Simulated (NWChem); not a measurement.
All runs are NWChem calculations. System: F6Mo, charge 1, spin multiplicity 2, at the geometry of a parent with another charge or spin, in a state set for the comparison that need not be this species' ground state. Its SCF solution wasn't tested for a lower state.

Input file:

```
start mol
memory heap 200 mb stack 900 mb global 1100 mb
charge 1
geometry units angstroms nocenter noautoz noautosym
  Mo     0.000000     0.000000     0.000000
  F      1.828714     0.000000     0.000000
  F     -1.828714     0.000000     0.000000
  F      0.000000     0.000000     1.828718
  F      0.000000     1.828713     0.000000
  F      0.000000    -1.828713     0.000000
  F      0.000000     0.000000    -1.828718
end
basis spherical
  * library def2-svp
end
ecp
  Mo library def2-ecp
end
dft
  xc b3lyp
  odft
  mult 2
  semidirect memsize 60000000 filesize 0
  iterations 100
end
task dft energy
```

The output up to the point where the run's verdict is printed (cleaned and shortened):

```
             Northwest Computational Chemistry Package (NWChem) 7.3.0
             --------------------------------------------------------

                                NWChem Input Module
                                -------------------

 Scaling coordinates for geometry "geometry" by  1.889725989
 (inverse scale =  0.529177249)

                             Geometry "geometry" -> ""
                             -------------------------

 Output coordinates in angstroms (scale by  1.889725989 to convert to a.u.)

  No.       Tag          Charge          X              Y              Z
 ---- ---------------- ---------- -------------- -------------- --------------
    1 Mo                  42.0000     0.00000000     0.00000000     0.00000000
    2 F                    9.0000     1.82871400     0.00000000     0.00000000
    3 F                    9.0000    -1.82871400     0.00000000     0.00000000
    4 F                    9.0000     0.00000000     0.00000000     1.82871800
    5 F                    9.0000     0.00000000     1.82871300     0.00000000
    6 F                    9.0000     0.00000000    -1.82871300     0.00000000
    7 F                    9.0000     0.00000000     0.00000000    -1.82871800

 Effective nuclear repulsion energy (a.u.)     890.3392178167

            Nuclear Dipole moment (a.u.)
            ----------------------------
        X                 Y               Z
 ---------------- ---------------- ----------------
     0.0000000000     0.0000000000     0.0000000000


 Summary of "ao basis" -> "" (spherical)
 ------------------------------------------------------------------------------
       Tag                 Description            Shells   Functions and Types
 ---------------- ------------------------------  ------  ---------------------
 *                          def2-svp                  on all atoms

                                 NWChem DFT Module
                                 -----------------

 Summary of "ao basis" -> "ao basis" (spherical)
 ------------------------------------------------------------------------------
[...]
 d= 0,ls=0.5,diis    75   -666.4398043854 -7.82D-05  1.54D-05  2.98D-04    52.3
                                                     1.58D-05  2.53D-04
 d= 0,ls=0.5,diis    76   -666.4398247953 -2.04D-05  5.03D-05  2.55D-04    52.9
                                                     5.22D-05  2.17D-04
 d= 0,ls=0.5,diis    77   -666.4399306865 -1.06D-04  3.17D-05  7.58D-05    53.6
                                                     3.44D-05  8.65D-05
 d= 0,ls=0.5,diis    78   -666.4399761281 -4.54D-05  3.00D-05  3.79D-05    54.2
                                                     3.88D-05  5.40D-05
 d= 0,ls=0.5,diis    79   -666.4400181725 -4.20D-05  2.18D-05  1.84D-05    54.9
                                                     3.16D-05  4.05D-05
 d= 0,ls=0.5,diis    80   -666.4400462425 -2.81D-05  9.77D-06  1.67D-05    55.5
                                                     2.58D-05  4.00D-05
 d= 0,ls=0.5,diis    81   -666.4400686789 -2.24D-05  6.33D-06  1.90D-05    56.2
                                                     2.36D-05  4.19D-05
 d= 0,ls=0.5,diis    82   -666.4400872824 -1.86D-05  6.63D-06  2.81D-05    56.8
                                                     3.01D-05  4.80D-05
 d= 0,ls=0.5,diis    83   -666.4401156738 -2.84D-05  1.16D-05  2.86D-05    57.5
                                                     4.83D-05  5.10D-05
 d= 0,ls=0.5,diis    84   -666.4401660791 -5.04D-05  1.29D-05  2.05D-05    58.1
                                                     1.53D-05  4.74D-05
 d= 0,ls=0.5,diis    85   -666.4401573849  8.69D-06  8.28D-06  5.98D-05    58.8
                                                     2.49D-05  6.87D-05
 d= 0,ls=0.5,diis    86   -666.4401788878 -2.15D-05  4.34D-06  6.18D-05    59.4
                                                     1.98D-05  7.30D-05
 d= 0,ls=0.5,diis    87   -666.4401936073 -1.47D-05  1.16D-05  7.25D-05    60.1
                                                     1.14D-05  8.06D-05
 d= 0,ls=0.5,diis    88   -666.4401794604  1.41D-05  9.59D-06  1.12D-04    60.8
                                                     2.33D-05  1.06D-04
 d= 0,ls=0.5,diis    89   -666.4402061471 -2.67D-05  4.70D-06  9.42D-05    61.5
                                                     1.42D-05  9.93D-05
 d= 0,ls=0.5,diis    90   -666.4402155919 -9.44D-06  1.10D-05  1.05D-04    62.1
                                                     3.06D-05  1.06D-04
 d= 0,ls=0.5,diis    91   -666.4402543740 -3.88D-05  7.35D-06  8.19D-05    62.8
                                                     2.67D-05  9.42D-05
 d= 0,ls=0.5,diis    92   -666.4402839658 -2.96D-05  1.37D-05  7.82D-05    63.4
                                                     4.12D-05  9.18D-05
 d= 0,ls=0.5,diis    93   -666.4403354319 -5.15D-05  1.32D-05  5.61D-05    64.1
                                                     4.78D-05  7.79D-05
 d= 0,ls=0.5,diis    94   -666.4403934491 -5.80D-05  1.54D-05  4.07D-05    64.7
                                                     5.67D-05  6.86D-05
 d= 0,ls=0.5,diis    95   -666.4404601094 -6.67D-05  1.29D-05  3.13D-05    65.4
                                                     5.82D-05  6.55D-05
 d= 0,ls=0.5,diis    96   -666.4405289543 -6.88D-05  1.04D-05  2.54D-05    66.4
                                                     5.23D-05  6.38D-05
 d= 0,ls=0.5,diis    97   -666.4405910940 -6.21D-05  1.78D-05  2.27D-05    67.1
                                                     7.68D-05  6.30D-05
 d= 0,ls=0.5,diis    98   -666.4406867695 -9.57D-05  1.29D-05  9.26D-06    67.8
                                                     7.04D-05  5.86D-05
 d= 0,ls=0.5,diis    99   -666.4407748702 -8.81D-05  1.06D-05  5.64D-06    68.5
                                                     6.82D-05  5.88D-05
 d= 0,ls=0.5,diis   100   -666.4408608308 -8.60D-05  6.26D-06  6.15D-06    69.2
                                                     6.21D-05  6.24D-05
```

The run did not converge; its last values are not results. The next line reads: Calculation failed to converge. NWChem stopped with the message: dft energy failed.
